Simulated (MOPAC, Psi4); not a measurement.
Relaxed torsion scan: SMILES OC(=O)[SiH2][GeH3]. Scanned: dihedral O1–C2–Si4–Ge5; all other coordinates were relaxed at GFN2-xTB. Points at φ and −φ are mirror images. Heavy atoms are numbered in the order of the SMILES O=C(O)[SiH2][GeH3], hydrogens after them in the order of the atoms that carry them; the mirror image has the same energies with the sign of each dihedral reversed.

- PBE-D3(BJ)/def2-TZVP // GFN2-xTB (Psi4)
- PBE/def2-TZVP // GFN2-xTB (Psi4)
- AM1, restricted, heats of formation // GFN2-xTB (MOPAC)
- MP2/cc-pVTZ = DF-MP2 (frozen core)/cc-pVTZ // GFN2-xTB (Psi4)

Energies relative to the lowest point of each profile, in kcal/mol:

```csv
φ / °,PBE-D3(BJ)/def2-TZVP,PBE/def2-TZVP,AM1
-150,2.0,2.2,3.0
-45,0.5,0.6,1.3
-30,0.9,1.0,2.2
-15,1.3,1.4,4.3
0,1.5,1.6,4.7
15,1.3,1.4,4.3
30,0.9,1.0,2.2
45,0.5,0.6,1.3
60,0.2,0.2,0.6
75,0.0,0.0,0.1
105,0.2,0.2,0.3
120,0.7,0.9,1.2
```

**Question.** Predict the corresponding MP2/cc-pVTZ column.

**Answer.** -150: 1.5; -45: 0.4; -30: 0.7; -15: 0.7; 0: 0.8; 15: 0.7; 30: 0.7; 45: 0.4; 60: 0.2; 75: 0.0; 105: 0.1; 120: 0.4 (kcal/mol).
